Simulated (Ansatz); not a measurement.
Au4O2⁻ (the lowest doublet isomer of a short search). Charge -1, multiplicity 2. Geometry r2SCAN-D4/def2-SVPD, basis def2-TZVPD, Ansatz.

Cartesian coordinates in Å:
```
Au 1.5859 0.7146 -2.2704
Au -0.6582 1.1764 -0.9892
Au -0.8953 -0.4035 1.2817
Au 1.4495 -0.8196 -0.1447
O -2.0959 0.9493 0.5185
O 0.6140 -1.6171 1.6042
```

```tsv
run	HOMO (eV)	LUMO (eV)
A	-2.16	0.28
B	-4.10	2.29
C	-1.35	-0.61
D	-1.24	-0.76
E	-3.94	3.46
F	-2.05	-0.03
```

In the def2 sets Au takes a core potential; there is no spin–orbit coupling. B3LYP takes the VWN-RPA correlation. The structure comes from a short search, and lower isomers may exist.

HOMO and LUMO are taken over both spins.

Q: The runs used B3LYP, HF, PBE, PBE0, r2SCAN, ωB97X-V. Estimate which is which.

A: A PBE0 (25 % exact exchange); B ωB97X-V (range-separated); C r2SCAN (0 % exact exchange); D PBE (0 % exact exchange); E HF (100 % exact exchange); F B3LYP (20 % exact exchange). Exact exchange lowers occupied and raises empty levels; among semilocal functionals meta-GGAs tend to open the gap a little, and such runs are hard to tell apart. The gap grows from 0.47 eV (PBE) to 7.40 eV (HF).
